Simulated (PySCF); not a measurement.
C4H6O2, SMILES CC1OC=CO1.

Geometry: PBE0-D3(BJ)/def2-SVP. One conformer was computed; it need not be the lowest.

Computed with TDA-PBE/def2-SVPD (PySCF).

Vertical excitations. Isolated molecule, no solvent. State labels are in the subgroup Cs.

```csv
state,symmetry,energy (eV),λ (nm),f,main pairs
S1,A',4.71,263,0.012,HOMO→LUMO+1 100 %
S2,A',5.42,229,0.023,HOMO→LUMO+2 100 %
S3,A',5.54,224,0.007,HOMO→LUMO+3 100 %
S4,A",5.71,217,0.061,"HOMO→LUMO 67 %, HOMO→LUMO+4 20 %"
S5,A",5.84,212,0.021,"HOMO→LUMO+4 80 %, HOMO→LUMO 15 %"
S6,A',6.17,201,0.012,HOMO→LUMO+5 99 %
S7,A",6.23,199,0.000,HOMO→LUMO+6 97 %
S8,A",6.76,183,0.041,HOMO→LUMO+7 91 %
S9,A',6.88,180,0.031,HOMO→LUMO+8 97 %
S10,A',6.98,178,0.006,HOMO→LUMO+9 97 %
T1,A",3.65,340,0,HOMO→LUMO 98 %
T2,A',4.63,268,0,HOMO→LUMO+1 100 %
T3,A',5.33,232,0,HOMO→LUMO+2 99 %
T4,A',5.47,226,0,HOMO→LUMO+3 99 %
```
Triplets are in the Tamm–Dancoff approximation.
